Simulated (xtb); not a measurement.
xtb input:

```bash
xtb mol.xyz --gfn 2 --ohess tight --chrg 0 --uhf 0
```
mol.xyz:
```
4

O     -1.53031524     0.70685980     0.03816323
S     -1.00435538    -0.71307831     0.03306629
S      0.97750644    -0.66099666    -0.01589921
O      1.53642775     0.66935056    -0.01208521
```

### Question
Which total energy does the run end on?

### Answer
-14.58283 Eh (GFN2-xTB).
